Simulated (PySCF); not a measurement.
A small calculation by hand: refractive index and permittivity of the vapour

W(NH)(S)(Br)(OH) (BrH2NOSW), SMILES [OH][W](=[NH])([Br])=[S], multiplicity 1.

Coordinates come from a r2SCAN-D4/def2-SVP optimisation. The multiplicity is an assumed one; no other spin state was optimised. The structure was generated by enumeration; whether it is a known compound was not checked. The def2 effective core potentials stand for the cores of W; spin–orbit coupling is left out. One conformer was computed; it need not be the lowest.

PySCF with ωB97X/def2-TZVP gives a mean static polarisability of 90.4 bohr³ and a dipole moment of 3.33 D. Take an ideal gas at 298.15 K and 0.1 bar, whether or not the substance is that volatile.

### Question
Work out n − 1 in the optical limit and the static ε − 1.

### Answer

Polarisability volume α' = 90.4 × 0.148185 = 13.40 Å³. Number density N = p/kT = 2.43e-6 Å⁻³.
Dilute limit of Lorentz–Lorenz: n − 1 = 2π N α' = 0.00020.
Orientation term of Debye: μ²/(3kT) = 8.098 Å³ × μ²(D²) = 89.80 Å³.
ε − 1 = 4π N (α' + μ²/3kT) = 0.0032. Orientation of the dipole supplies 87 % of the static response; it can't follow optical fields. Vibrational polarisation and dispersion are left out.
